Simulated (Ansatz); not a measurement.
CH₄Cl₂FNSi (SMILES CN[Si](F)(Cl)Cl), singlet, geometry from GFN2-xTB, with bond 8-1 at 1.8 times its length; SC-NEVPT2/STO-3G, CASSCF(2,2) (Ansatz, a program for electronic structure).

The Ansatz input:
Ansatz 0.2 input:
```yaml
crystal:
  periodic: [false, false, false]
  atoms:
    - {symbol: C, position_ang: [-2.46123543, 0.36801598, 0.77158938]}
    - {symbol: N, position_ang: [-1.07915094, 0.27071256, 1.19743060]}
    - {symbol: Si, position_ang: [0.27064775, -0.02541538, 0.20102445]}
    - {symbol: F, position_ang: [1.44979294, -0.29861980, 1.26207255]}
    - {symbol: Cl, position_ang: [0.91496766, 1.49246996, -0.94782171]}
    - {symbol: Cl, position_ang: [-0.04038514, -1.66553610, -0.89017086]}
    - {symbol: H, position_ang: [-3.11450805, 0.00641667, 1.56572822]}
    - {symbol: H, position_ang: [-2.72460394, -0.74853925, -0.81369609]}
    - {symbol: H, position_ang: [-2.74227582, 1.39556390, 0.52432724]}
    - {symbol: H, position_ang: [-0.91930340, 0.73274621, 2.08039698]}
basis:
  gaussian:
    orbitals: STO-3G
magnetization: {spin_polarized: false}
correlation: {method: sc_nevpt2, electrons: all, active_space: {window: {electrons: 2, orbitals: 2}}}
```

The log (banner, timings and long lists left out):

```
Functional definition: HF
563 factors; integrals over basis functions are off by at most 2.8e-5 eV
mean field evaluation 1: about -37716.4453 eV, gradient 3.1e1 eV
mean field evaluation 2: about -37716.5758 eV, gradient 3.1e1 eV
mean field evaluation 4: about -37720.7769 eV, gradient 2.3e0 eV
mean field evaluation 8: about -37720.8025 eV, gradient 1.3e-4 eV
mean field -37720.80246368 eV, -1386.2139224619 hartree, gradient 1.1e-6 eV, S^2 0.000000; 0 other end points of the search recorded, 0 dependent functions left out; unrestricted orbitals would lower it
reference -37720.80246368 eV, -1386.2139224619 hartree; 37, 37 occupied and 9, 9 virtual orbitals, 563 factors
state -37723.17177113 eV, -1386.3009929049 hartree
state -37723.17177113 eV, -1386.3009929049 hartree; corrected -37727.08857863 eV, -1386.4449329256 hartree
Total energy: -37727.08857863 eV, -1386.4449329256 hartree
```
